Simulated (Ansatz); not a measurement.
A run for Ansatz (a first-principles code): U-B3LYP/cc-pV(T+d)Z on AlFH2 (SMILES [F][AlH2]), a point of a bond scan (R = 3.807 Å). Files ending in .json are basis or fitting sets from the Basis Set Exchange.

Ansatz 0.2 input:
```yaml
crystal:
  periodic: [false, false, false]
  atoms:
    - {symbol: Al, position_ang: [-0.24669394, -0.47884971, 0.15840895]}
    - {symbol: H, position_ang: [0.47073738, -1.31219084, 1.27881201]}
    - {symbol: H, position_ang: [-1.58943775, -0.85928261, -0.56046382]}
    - {symbol: F, position_ang: [1.42616432, 2.76828189, -0.91577923]}
basis:
  gaussian:
    orbitals: cc-pV_T+d_Z.json
hamiltonian:
  xc: {name: B3LYP}
magnetization: {spin_polarized: true, initial_magnetization: 0}
```

The log:

```
WARN ansatz: RAYON_NUM_THREADS=1 ignored (pool sized by the plan → 1); use --threads N
Functional definition: B3LYP
integrals: 0.02 GiB planned
577 factors; their error is unknown
mean field: 0.25 GiB planned
mean field evaluation 1: about -9337.7362 eV, gradient 3.9e1 eV
mean field evaluation 2: about -8997.2521 eV, gradient 1.1e2 eV
mean field evaluation 4: about -9337.9865 eV, gradient 3.7e1 eV
mean field evaluation 8: about -9339.4311 eV, gradient 3.1e1 eV
mean field evaluation 16: about -9343.8288 eV, gradient 7.8e-6 eV
mean field evaluation 32: about -9344.1571 eV, gradient 3.9e-3 eV
mean field evaluation 64: about -9343.3863 eV, gradient 4.7e-4 eV
mean field evaluation 96: about -9344.1571 eV, gradient 1.3e-6 eV
mean field -9344.15713299 eV, -343.3914409401 hartree, gradient 1.3e-6 eV, S^2 0.523068; 9 other end points of the search recorded, 0 dependent functions left out
reference -9344.15736996 eV, -343.3914496488 hartree; 12, 12 occupied and 85, 85 virtual orbitals, 577 factors
Total energy: -9344.15736996 eV, -343.3914496488 hartree
```

The run converged. Its determinant has ⟨S²⟩ = 0.52, a mixture of spin states.

Cost: around 10 core-seconds (rough).
